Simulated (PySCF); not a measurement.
Dipole moment and polarisability of `CC1=C[C@H]1[SiH2]BF`

Compound: C4H8BFSi.
Structure used (GFN2-xTB), in Å, numbered top down from 1:
```
atom  x, y, z in Å
C1    -2.0664    1.0641    0.0288
C2    -1.3707   -0.1891    0.3254
C3    -1.3017   -1.4790    0.4259
C4    -0.0306   -0.7303    0.7727
Si5    1.4862   -0.7451   -0.3701
B6     2.5429    0.9017   -0.1185
F7     2.6927    1.7590   -1.1098
H8    -2.0249    1.7294    0.8921
H9    -3.1075    0.8789   -0.2302
H10   -1.5745    1.5678   -0.8044
H11   -1.7307   -2.4461    0.3486
H12    0.1969   -0.6311    1.8376
H13    0.9658   -0.9483   -1.7333
H14    2.2484   -1.9688   -0.0526
H15    3.0698    1.2449    0.8809
```

Level: wB97X-D/def2-SVPD (PySCF), static field, nuclei fixed, core orbitals frozen in the response. The polarisability tensor in these axes (au):

```
x   99.59  1.65 -1.13
y    1.65 88.81 -1.33
z   -1.13 -1.33 72.62
```

Problem. Give the principal values, the mean and the anisotropy Δα = √{½[(α1 − α2)² + (α2 − α3)² + (α1 − α3)²]}.

Solution. Principal values 72.48, 88.65 and 99.90 au; mean 87.01 au = 12.89 Å³ = 14.35 × 10⁻⁴⁰ C²·m²/J; Δα = 23.88 au (27 % of the mean).

Problem. What is the dipole moment, and where does it point?

Solution. (-1.53, 0.13, 0.75) D, 1.71 D in size, pointing from the negative to the positive side. Measured along this direction, the outermost atoms are F7 at the negative end and H9 at the positive end.

Problem. Traceless (Buckingham) quadrupole moment about the centre of nuclear charge: eigenvalues?

Solution. -5.02, -0.15, 5.17 D·Å. The values depend on the origin, since the dipole doesn't vanish. The electronic extent ⟨r²⟩ about the same centre is 1207 bohr², a root-mean-square distance of 2.37 Å for the 60 electrons.

Problem. Along which axes do the principal values lie, and how far do the nuclei extend along each?

Solution. Largest value along (0.99, 0.15, -0.05), where the nuclei span 6.10 Å; middle along (-0.16, 0.99, -0.07), 4.24 Å; least along (0.04, 0.08, 1.00), 3.55 Å. The response follows the extents in order.

Problem. What depolarisation ratio follows for Rayleigh scattering of linearly polarised light, taking the static tensor?

Solution. ρ = 3Δα²/(45ᾱ² + 4Δα²) = 1710.2/(340687 + 2280.3) = 0.00499.

Problem. Molar refractivity from α?

Solution. Lorentz–Lorenz: R = (4π/3)N_A α = 2.5225 cm³/(mol·Å³) × 12.89 Å³ = 32.5 cm³/mol, in the limit of long wavelengths.

One conformer (not necessarily the lowest) at the GFN2-xTB geometry, without solvent, vibrations or thermal averaging.

These values come from a run that also computed excited states. Hardware: Intel Xeon at 2.50 GHz, one thread, no GPU, shared host with 64 logical CPUs at a one-minute load of 62. Cost: 2.0 min wall, 90 s CPU, 0.88 GiB resident at most.
